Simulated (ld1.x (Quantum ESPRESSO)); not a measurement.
**LDA (PZ) TM semilocal dataset for Ti, scalar-relativistic all-electron reference.**

ld1.x (Quantum ESPRESSO) 7.5 input, shortened:

```
&input
   title='Ti', zed=22., rel=1, dft='PZ', iswitch=3,
   config='[Ar] 3d2.5 4s1.5 4p0 4f-2'
 /
 &inputp
   pseudotype=1, tm=.true., lloc=0,
   nlcc=.true., rcore=1.15
 /
4
3P  2  1   6.00   0.00  2.40  2.40  0.0
3D  3  2   2.50   0.00  2.65  2.65  0.0
4F  4  3  -2.00   0.25  2.70  2.70  0.0
3S  1  0   2.00   0.00  1.10  1.10  0.0
 &test
   configts(1)='3s2 3p6 3d2.5 4s1.5 4p0'
 /
```

Occupied shells without a wave of their own: 4s. They enter only through the test configuration that unscreens the potential, and ld1.x also counts them in the model core charge.

Problem. Does the generator finish with these settings?

Solution. Yes, a potential is produced.

Problem. Estimate the cutoffs (Ry, on a coarse ladder) from which the occupation-weighted sum of valence levels, in a spherical-Bessel basis at the reference potential, stays within 10 and 1 mRy of its value at 400 Ry.

Solution. 110 Ry and 180 Ry.

Problem. Which valence shell sets the plane-wave cutoff?

Solution. 3s: its level needs 140 Ry to come within 1 mRy, against 80 Ry for 4s.

Problem. Tests: 3s2 3p6 3d2 4s2 4p0; 3s2 3p6 3d2 4s1 4p0; 3s2 3p6 3d2 4s0 4p0; 3s2 3p6 3d2 4s0 4p2; 3s2 3p6 3d2 4s0 4p1; 3s2 3p6 3d1 4s2 4p1; 3s2 3p6 3d1 4s2 4p0. Which has the largest error in its energy relative to the reference configuration, and how large is it?

Solution. 3s2 3p6 3d2 4s0 4p0, with -749 meV (all-electron minus pseudo) on +21.01 eV.

ld1.x takes every shell without a wave as core, so the model core holds the 4s electrons as well and exchange and correlation see them twice. This cancels in the reference configuration, but the file is broken for other ones, and its errors say nothing about a proper core correction.
